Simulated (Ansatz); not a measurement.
Stepwise reaction of `[F][Sn]([Cl])([Cl])[Cl]` with hydrogen fluoride, as a gas-phase model of exchange steps in deposition or etching. ΔE in kJ/mol; ΔG adds harmonic PBE0-D4 terms to CCSD(T)/CBS, at 1 bar.

Gas-phase electronic energies from Ansatz, PBE0-D4/def2-TZVP geometries. CCSD(T)/CBS adds triple-zeta CCSD(T) − MP2 to the extrapolated MP2 energy (def2 sets, frozen cores). This one scheme is used for every species. Functionals use def2-TZVPP. B3LYP here is the variant with VWN-RPA as its local correlation; programs differ in this. def2 core potentials past Kr. For Sn outer-core shells are correlated without core-valence functions, which leaves a few kJ/mol of doubt a bond.

```
step                                                          reaction  PBE-D4  B3LYP-D4  ωB97M-V  CCSD(T)/CBS  ΔG(400 K)
   1  `[F][Sn]([Cl])([Cl])[Cl]` + H–F → `[F][Sn]([F])([Cl])[Cl]` + HCl    36.5      36.7     36.0         40.3       32.4
   2    `[F][Sn]([F])([Cl])[Cl]` + H–F → `[F][Sn]([F])([F])[Cl]` + HCl    39.1      39.3     38.6         42.4       37.3
```

(1) Give the row of step 3, `[F][Sn]([F])([F])[Cl]` + H–F → `[F][Sn]([F])([F])[F]` + HCl. (Estimate.)

(2) By hand: ΔE of the 3 steps together at CCSD(T)/CBS.

## Answers

(1) The calculation gave: 
| step | reaction | PBE-D4 | B3LYP-D4 | ωB97M-V | CCSD(T)/CBS | ΔG(400 K) |
| --- | --- | --- | --- | --- | --- | --- |
| 3 | `[F][Sn]([F])([F])[Cl]` + H–F → `[F][Sn]([F])([F])[F]` + HCl | 42.5 | 42.8 | 42.2 | 45.5 | 43.7 |

(2) (40.3) + (42.4) + (45.5) = 128.2 kJ/mol, or 42.7 kJ/mol a step.

In ΔE each step is higher than the one before. All are uphill at CCSD(T)/CBS. ΔG lies between 32.4 and 43.7 kJ/mol a step. PBE-D4 differs from CCSD(T)/CBS by -3.8 to -3.0 kJ/mol a step. Isolated molecules leave out the surface, adducts and barriers. Largest T1 diagnostic: 0.015.
